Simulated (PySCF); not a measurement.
C3H8F2GaN (SMILES CC(C)[NH][Ga]([F])[F]), singlet, at a GFN2-xTB geometry (such geometries of metal compounds can be far from the true shape) (in this run its highest filled SCF level lies above zero, so its values depend strongly on the basis, on diffuse functions most of all), atoms displaced at random by about 0.03 Å a coordinate; R2SCAN/STO-3G, gradient (PySCF).

The PySCF input:
```python
from pyscf import gto, scf, dft

mol = gto.Mole()
mol.atom = '''
    Ga    0.34114356    0.12419329    0.92267491
    F    -0.11397105   -1.40210063    1.68840619
    F     0.97449346    1.31881198    1.98634621
    N    -0.01451714    0.72791333   -0.82707586
    C    -0.25371828   -0.03848713   -1.98886219
    C    -0.65838413   -1.43323712   -1.54439381
    C    -1.31197614    0.60063300   -2.80849743
    H     0.55664034    1.53373663   -1.03062944
    H     0.73266913   -0.17336319   -2.60304711
    H    -0.89989305   -2.06943125   -2.39849373
    H     0.16573514   -1.94578552   -1.03636433
    H    -1.49265645   -1.35692896   -0.89004088
    H    -1.58872954    0.05578546   -3.70568557
    H    -2.25862848    0.63270237   -2.20125931
    H    -0.99783497    1.60707063   -3.06740267
'''
mol.basis = 'sto-3g'
mol.verbose = 4
mol.build()

mf = dft.RKS(mol)
mf.xc = 'r2scan'
mf.grids.level = 5
mf.kernel()
g = mf.nuc_grad_method()
g.grid_response = False
grad = g.kernel()
```

Q: Predict the main parts of the log of this PySCF run.

A: 
```
PySCF version 2.14.0

[INPUT] verbose = 4
[INPUT] num. atoms = 15
[INPUT] num. electrons = 82
[INPUT] charge = 0
[INPUT] spin (= nelec alpha-beta = 2S) = 0
[INPUT] symmetry False subgroup None
[INPUT] Mole.unit = angstrom
[INPUT] Symbol           X                Y                Z      unit          X                Y                Z       unit  Magmom
[...]
nuclear repulsion = 577.814244948694
number of shells = 34
number of NR pGTOs = 168
number of NR cGTOs = 56
basis = sto-3g
ecp = {}

******** <class 'pyscf.dft.rks.RKS'> ********
method = RKS
initial guess = minao
damping factor = 0
level_shift factor = 0
DIIS = <class 'pyscf.scf.diis.CDIIS'>
diis_start_cycle = 1
diis_space = 8
diis_damp = 0
SCF conv_tol = 1e-09
SCF conv_tol_grad = None
SCF max_cycles = 50
direct_scf = True
direct_scf_tol = 1e-13
XC library pyscf.dft.libxc version 7.1.2
    S. Lehtola, C. Steigemann, M. J. T. Oliveira, and M. A. L. Marques,  SoftwareX 7, 1–5 (2018)
XC functionals = r2scan
    J. W. Furness, A. D. Kaplan, J. Ning, J. P. Perdew, and J. Sun,  J. Phys. Chem. Lett. 11, 8208–8215 (2020)
    J. W. Furness, A. D. Kaplan, J. Ning, J. P. Perdew, and J. Sun,  J. Phys. Chem. Lett. 11, 9248–9248 (2020)
    J. W. Furness, A. D. Kaplan, J. Ning, J. P. Perdew, and J. Sun,  J. Phys. Chem. Lett. 11, 8208–8215 (2020)
    J. W. Furness, A. D. Kaplan, J. Ning, J. P. Perdew, and J. Sun,  J. Phys. Chem. Lett. 11, 9248–9248 (2020)
radial grids:
    Treutler-Ahlrichs [JCP 102, 346 (1995); DOI:10.1063/1.469408] (M4) radial grids

becke partition: Becke, JCP 88, 2547 (1988); DOI:10.1063/1.454033
pruning grids: <function nwchem_prune>
grids dens level: 5
symmetrized grids: False
atomic radii adjust function: <function treutler_atomic_radii_adjust>
small_rho_cutoff = 0
Set gradient conv threshold to 3.16228e-05
Initial guess from minao.
tot grids = 492400
init E= -2269.00654332772
[...]
cycle= 1 E= -2270.51993622044  delta_E= -1.51  |g|= 0.601  |ddm|=  4.7
[...]
cycle= 2 E= -2240.31776402257  delta_E= 30.2  |g|= 11.3  |ddm|= 9.17
[...]
cycle= 3 E= -2266.40839776074  delta_E= -26.1  |g|= 3.68  |ddm|= 7.34
[...]
cycle= 4 E= -2270.46192587192  delta_E= -4.05  |g|= 0.748  |ddm|= 3.75
[...]
cycle= 5 E= -2270.65488486926  delta_E= -0.193  |g|= 0.507  |ddm|= 1.91
[...]
cycle= 6 E= -2270.74125636069  delta_E= -0.0864  |g|= 0.121  |ddm|= 0.914
[...]
cycle= 7 E= -2270.74534786506  delta_E= -0.00409  |g|= 0.074  |ddm|= 0.318
[...]
cycle= 8 E= -2270.74696410157  delta_E= -0.00162  |g|= 0.0294  |ddm|= 0.17
[...]
cycle= 9 E= -2270.74726260084  delta_E= -0.000298  |g|= 0.0107  |ddm|= 0.0431
[...]
cycle= 10 E= -2270.74730525239  delta_E= -4.27e-05  |g|= 0.00244  |ddm|= 0.0197
[...]
cycle= 11 E= -2270.74730745606  delta_E= -2.2e-06  |g|= 0.000614  |ddm|= 0.004
[...]
cycle= 12 E= -2270.74730758924  delta_E= -1.33e-07  |g|= 4.92e-05  |ddm|= 0.00104
[...]
cycle= 13 E= -2270.74730759035  delta_E= -1.1e-09  |g|= 1.09e-05  |ddm|= 0.000164
[...]
cycle= 14 E= -2270.7473075904  delta_E= -5e-11  |g|= 2.84e-06  |ddm|= 2.98e-05
[...]
Extra cycle  E= -2270.74730759037  delta_E= 2.91e-11  |g|= 1.05e-05  |ddm|= 2.47e-05
converged SCF energy = -2270.74730759037

******** <class 'pyscf.grad.rks.Gradients'> for <class 'pyscf.dft.rks.RKS'> ********
unit = Eh/Bohr
grid_response = False
--------------- RKS gradients ---------------
         x                y                z
0 Ga     0.0146773062    -0.0054241521     0.0418774344
1 F    -0.0155723102    -0.0554648430     0.0209998954
2 F     0.0199035712     0.0341553708     0.0266950137
3 N    -0.0219796250     0.0112902218    -0.1600796062
4 C    -0.0625050391     0.0578617419     0.0380754933
5 C    -0.0163955751     0.0297522346     0.0189762656
6 C     0.0571177758    -0.0173048823     0.0074554928
7 H    -0.0156440719    -0.0347261390     0.0122406095
8 H     0.0299110666    -0.0076081367    -0.0118689441
9 H     0.0076973415     0.0003841493     0.0057571519
10 H    -0.0019110176    -0.0033404090    -0.0059052819
11 H     0.0248720239     0.0025377696    -0.0183292947
12 H    -0.0065436370     0.0066618802     0.0119617765
13 H    -0.0168069362    -0.0070748696     0.0081259886
14 H     0.0034189097    -0.0115146395     0.0050165212
----------------------------------------------
```
